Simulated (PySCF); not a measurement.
Bonds: C1-C2 1.327 Å, C2-C3 1.473 Å, C3-N4 1.271 Å, C3-C5 1.474 Å, C5-C6 1.325 Å, C5-F7 1.354 Å. C1 carries H8, H9; C2 carries H10; N4 carries H11; C6 carries H12, H13.

All values are calculated (PySCF): PBE0/pcSseg-1 with gauge-including orbitals, GFN2-xTB structure. Gas phase, no relativistic terms, single conformer.

δ = σ(ref) − σ, references computed at the same level: ¹³C (σ = 186.93 ppm) and ¹H (σ = 31.72 ppm) against TMS; ¹⁵N (σ = 267.73 ppm) vs NH3; ¹⁹F (σ = 170.95 ppm) against CFCl3.

```json
{"atoms": "N4", "nucleus": "¹⁵N", "count": "1", "Hirshfeld charge": "-0.21", "δ (ppm)": "324.8"}
{"atoms": "C2", "nucleus": "¹³C", "count": "1", "Hirshfeld charge": "-0.05", "δ (ppm)": "132.3"}
{"atoms": "C3", "nucleus": "¹³C", "count": "1", "Hirshfeld charge": "0.07", "δ (ppm)": "166.6"}
{"atoms": "C6", "nucleus": "¹³C", "count": "1", "Hirshfeld charge": "-0.11", "δ (ppm)": "?"}
{"atoms": "C5", "nucleus": "¹³C", "count": "1", "Hirshfeld charge": "0.08", "δ (ppm)": "172.4"}
{"atoms": "H9", "nucleus": "¹H", "count": "1", "Hirshfeld charge": "0.05", "δ (ppm)": "?"}
{"atoms": "H10", "nucleus": "¹H", "count": "1", "Hirshfeld charge": "0.04", "δ (ppm)": "6.94"}
{"atoms": "C1", "nucleus": "¹³C", "count": "1", "Hirshfeld charge": "-0.07", "δ (ppm)": "129.7"}
{"atoms": "F7", "nucleus": "¹⁹F", "count": "1", "Hirshfeld charge": "-0.08", "δ (ppm)": "-127.1"}
{"atoms": "H11", "nucleus": "¹H", "count": "1", "Hirshfeld charge": "0.11", "δ (ppm)": "?"}
{"atoms": "H12", "nucleus": "¹H", "count": "1", "Hirshfeld charge": "0.05", "δ (ppm)": "?"}
{"atoms": "H8", "nucleus": "¹H", "count": "1", "Hirshfeld charge": "0.06", "δ (ppm)": "6.03"}
{"atoms": "H13", "nucleus": "¹H", "count": "1", "Hirshfeld charge": "0.06", "δ (ppm)": "5.31"}
```

Question: Fill in the missing shifts.

Answer: 
- C6: 104.1 ppm, carbon bonded to C, 2 H
- H11: 11.51 ppm, hydrogen on a nitrogen bonded to C
- H12: 6.53 ppm, hydrogen on a carbon bonded to C
- H9: 6.18 ppm, hydrogen on a carbon bonded to C

The OH or NH signal is concentration- and solvent-dependent in practice; the value given is the gas-phase one. Shifts are as computed. Against solution values, carbons near 30 ppm lie about +3 ppm off and those near 130 ppm about +5 ppm (rms about the fit 2.1 ppm; single classes can miss by 10 ppm). Of 1328 compounds with measured shifts, 309 miss one by over three times the rms of a fit or turn the order of signals round; such compounds aren't used in these exercises. Signals without a measured value on file couldn't be tested in this way; 1H shifts scatter by 0.2 ppm about their fit, and single ones miss by 0.5 ppm. Unscaled 19F shifts against computed CFCl3 carry errors that often reach 10 to 50 ppm. Experimental scales use liquid or dissolved standards, which lie at an offset from isolated NH3 (liquid NH3: subtract about 20 ppm). Unscaled 15N shifts of sp2 nitrogen often come out too high even then, by a few to some tens of ppm.
